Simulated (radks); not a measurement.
Excited configurations of Cl3+: one electron is placed in a higher orbital outside [Ne] 3s2 3p1. The ground configuration is [Ne] 3s2 3p2. Calculated with a radial shooting solver on a logarithmic mesh with Libxc functionals: non-relativistic Kohn-Sham, PBE, spin-polarised, spherical densities, point nucleus; open shells are filled with parallel spins first. Excitation = E - E(ground); binding = E(ion) - E, where the ion is the core of charge +4; n* = 4/sqrt(2 binding) in atomic units, and the quantum defect is n - n*.

outer orbital  excitation (eV)  binding (eV)  quantum defect  eigenvalue (eV)  <r> (bohr)
3d                      19.302        33.996           0.470          -27.943       1.774
4d                      35.999        17.300           0.453          -15.118       4.125
5s                      38.300        14.999           1.190          -13.433       5.624
5p                      39.995        13.303           0.955          -11.858       6.116
5d                      42.488        10.811           0.513           -9.548       7.058
6s                      43.721         9.577           1.232           -8.647       8.784
6p                      44.592         8.707           1.000           -7.837       9.448
6d                      45.913         7.386           0.571           -6.614       10.69
6f                      46.566         6.733           0.314           -5.980       11.00
7s                      46.647         6.652           1.279           -6.037       12.66
7d                      47.939         5.360           0.627           -4.839       15.03

The Delta-SCF ionisation energy is 53.299 eV (NIST Atomic Spectra Database: 53.2 eV, semi-empirical). Self-interaction in the functional shifts the binding energies and quantum defects, so they are the method's values and not measured ones. Open shells are spherical and high-spin; term and fine-structure splittings are not resolved.
